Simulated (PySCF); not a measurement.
PySCF input for Si(H)(F)(Cl)(Me) (CH4ClFSi), SMILES C[SiH](F)Cl, PBE0/pcSseg-1. The structure is a stationary point at ωB97X-D3(BJ)/def2-SVP.

```python
import numpy as np
from pyscf import gto, scf, dft
from pyscf.prop.nmr import rks as nmr

mol = gto.M(
    atom='''
    Si    0.03877424   -0.44228989    0.34741181
    C     1.87405748   -0.41116169    0.10898227
    F    -0.62397809   -1.48798715   -0.70287814
    Cl   -0.73780817    1.41739005   -0.06309025
    H    -0.39529820   -0.84005622    1.70530650
    H     2.30841718   -1.40756326    0.28814548
    H     2.33897040    0.30382353    0.80595765
    H     2.11926798   -0.10092208   -0.91863105
    ''',
    basis='pcSseg-1',
    charge=0,
    spin=0,
    max_memory=1600,
    verbose=3,
)
mf = dft.RKS(mol, xc='pbe0')
mf.grids.level = 3
mf.conv_tol = 1e-10
mf.max_cycle = 100
mf.kernel()
n = nmr.NMR(mf)
n.verbose = 2
n.max_cycle_cphf = 60
sigma = n.kernel()
print('atom   isotropic/ppm   span/ppm')
for i, s in enumerate(sigma):
    w = np.linalg.eigvalsh((s + s.T) / 2)
    print(f'{mol.atom_symbol(i):2s}{i + 1:3d} {w.mean():14.3f} {w[2] - w[0]:11.3f}')
```

Output:

```
converged SCF energy = -889.712274397761
atom   isotropic/ppm   span/ppm
Si  1        329.325      76.534
C   2        180.722      20.997
F   3        328.218     102.424
Cl  4        881.829     267.679
H   5         25.801       9.124
H   6         30.652      11.638
H   7         30.905      10.555
H   8         30.491       9.936
```

The calculation finished and met its thresholds.

Cost: very roughly 9 core-seconds.
